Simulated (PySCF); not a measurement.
Electron correlation in Sc (scandium, neutral)

[Ar] 3d2 4s1, high-spin 4F determinant (an excited configuration). Calculation: PySCF 2.14, in ANO-RCC-VTZP (6s5p3d2f1g, 59 functions); the spin-free X2C one-electron Hamiltonian (Gaussian nucleus). Frozen: [Ne]; 11 electrons correlated.

```json
{"level": "CCSD", "correlation energy (mhartree)": "-324.37"}
{"level": "(T)", "correlation energy (mhartree)": "-8.62"}
{"level": "CCSD(T)", "correlation energy (mhartree)": "-332.99"}
```

Diagnostics: T1 = 0.013, D1 = 0.0541, largest double amplitude 0.057.

Question: Is a single reference adequate?

Answer: Yes: T1 lies below 0.03 and no double amplitude reaches 0.07.
